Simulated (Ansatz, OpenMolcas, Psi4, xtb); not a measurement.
# C2H5BClF (SMILES BC(F)CCl): the HOMO–LUMO gap, rung by rung

The species is C2H5BClF (10 atoms), meant as a singlet with charge 0. SMILES: `BC(F)CCl`. The shape is that of a PBE0-D4/def2-TZVP optimisation. This is one conformer, not always the lowest.

Quantity: the HOMO–LUMO gap, in eV. The values are calculated.

```csv
level,kind,program,value (eV),CPU time
GFN1-xTB,semi-empirical,xtb,3.94,under 2 s
HF/def2-SVP,Hartree–Fock,OpenMolcas,13.42,15 s
SVWN5/def2-SVP,LDA,Ansatz,3.60,4.6 s
revPBE/def2-SVP,GGA,Ansatz,3.89,6.2 s
M06-L/def2-SVP,meta-GGA,OpenMolcas,4.83,53 s
r2SCAN/def2-SVP,meta-GGA,OpenMolcas,4.56,53 s
M06-2X/def2-SVP,hybrid meta-GGA,OpenMolcas,8.62,53 s
wB97M-V/def2-SVP,range-separated hybrid,Ansatz,10.66,80 s
B2PLYP/def2-SVP,double hybrid,OpenMolcas,8.96,31 s
DSD-PBEP86/def2-SVP (density fitting for correlation),double hybrid,Psi4,10.79,14 s
```

The values span 3.60 to 13.42 eV. Orbital gaps aren't excitation energies, and those of double hybrids come from the SCF part alone; they tend to grow with the share of exact exchange. Times are those of the runs behind each value, whatever else they computed, on shared processors of several kinds: orders of magnitude only.
